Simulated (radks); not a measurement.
Species: Ge30+. Configuration: [He] (the NIST ground configuration).

All-electron calculation, non-relativistic Kohn-Sham, LB94 model potential, spin-polarised, spherical densities, point nucleus. Program: a radial shooting solver on a logarithmic mesh with Libxc functionals.

Energy parts (eV):
part                  energy
kinetic            27269.244
electron-nucleus  -55129.996
Hartree             1075.069
(The LB94 potential has no energy functional, so no total or exchange-correlation energy is given.)

Orbitals (lengths in bohr, moments of r in powers of bohr; r(max) is where P^2 peaks; r(90%) holds 90 % of the orbital's charge):
\begin{tabular}{lrrrrrr}
orbital & occ. & eigenvalue (eV) & r(max) & r(90%) & <r^4> & <1/r> \\ \hline
1s & 2 & -13320.98 & 0.03152 & 0.0844 & 0.00002280 & 31.66 \\
\end{tabular}

The highest occupied level is 1s at -13321.0 eV. The density falls to 0.001 e/bohr^3 at r = 0.27 bohr. The electron density at the nucleus is 2.039e+04 e/bohr^3. Summed over all electrons, <r^2> = 0.006025 bohr^2, which gives a Langevin (diamagnetic) susceptibility term of -0.00477 x 10^-6 cm^3/mol.
